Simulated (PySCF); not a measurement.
Compound: C7H10OSSi.
SMILES with atom numbers: `[CH3:1][C:2](=[S:3])[C:4]1=[CH:5][Si@H:6]([OH:7])[CH:8]=[CH:9][CH2:10]1`

NICS is the negative of the GIAO shielding at a point without a nucleus: at the ring centre (0) and 1 Å above and below it (1); zz is the component along the ring normal. Level: GIAO PBE0/pcSseg-1 (PySCF, non-relativistic, gas phase) on the GFN2-xTB geometry, one conformer.

Ring bond lengths (Å), with Mayer bond orders in brackets: C4–C5 1.347 (1.81), C5–Si6 1.881 (0.84), Si6–C8 1.873 (0.88), C8–C9 1.327 (1.90), C9–C10 1.498 (1.06), C10–C4 1.507 (1.05).

Task: What do the NICS probes read (ppm)?

Result: 
| ring | type | NICS(0) | NICS(1), two faces | NICS(1)zz, two faces | rms pucker (Å) | centre to ring atoms, mean (Å) |
| --- | --- | --- | --- | --- | --- | --- |
| C4–C5–Si6–C8–C9–C10 | 6-membered ring with Si; formal bonds 2 double, 4 single | -0.4 | -3.9 / -1.5 | -1.8 / 0.9 | 0.21 | 1.54 |

Task: What do they say, and how far can they be read as aromaticity?

Result: 
- C4–C5–Si6–C8–C9–C10: mean NICS(1)zz -0.4 ppm, near zero. Si6, C10 have four or more neighbours, and the NICS criterion for π rings isn't applied.

Task: At the first NICS(1) probe listed for ring C4–C5–Si6–C8–C9–C10, 1 Å off the ring, how large is the induced field along the normal in 1 T applied along it?

Result: NICSzz × B0 = -1.8 ppm × 1 T = -2 μT, against the applied field.

Shape of the structure used: `[CH3:1][C:2](=[S:3])[C:4]1=[CH:5][Si@H:6]([OH:7])[CH:8]=[CH:9][CH2:10]1`: C1–C2–C4–C5 3°, H–O7–Si6–C5 -62°.
